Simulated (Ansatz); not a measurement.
Consider the homolysis of the In–O bond: `CC(C)[O][InH][F]` → `[F][InH]`• + `CC(C)[O]`•.

Calculated with Ansatz (gas phase, PBE0-D4/def2-TZVP geometries, no zero-point term in ΔE). CCSD(T)/CBS is the MP2 limit (def2-TZVPP, def2-QZVPP) plus CCSD(T) − MP2 in def2-TZVPP, frozen cores. No spin–orbit coupling; open shells (•) take unrestricted orbitals. Elements past krypton have def2 core potentials. For In outer-core shells are correlated without core-valence functions, which leaves a few kJ/mol of doubt a bond. One conformer a species, not always the lowest.

```json
{"level": "CCSD(T)/def2-TZVPP", "ΔE (eV)": "3.40"}
{"level": "HF/CBS(def2)", "ΔE (eV)": "1.86"}
```

Q: What does CCSD(T)/CBS give? (Best estimate.)

A: Computed: +3.60 eV. The listed levels differ from it by -0.20, -1.74 eV.

Largest T1 diagnostic among the species: 0.021.

The D4 term adds +0.18 eV with B3LYP and +0.10 eV with PBE0; it sums over pairs of atoms, weighted by their polarisabilities, and B3LYP, whose exchange is more repulsive, gets the larger term. In def2-TZVPP, CCSD(T) changes the Hartree–Fock value by +1.56 eV (the triples alone add +0.15 eV) and MP2 by +1.97 eV; breaking electron pairs costs correlation energy, which Hartree–Fock lacks.

B3LYP here is the variant with VWN-RPA as its local correlation; programs differ in this.
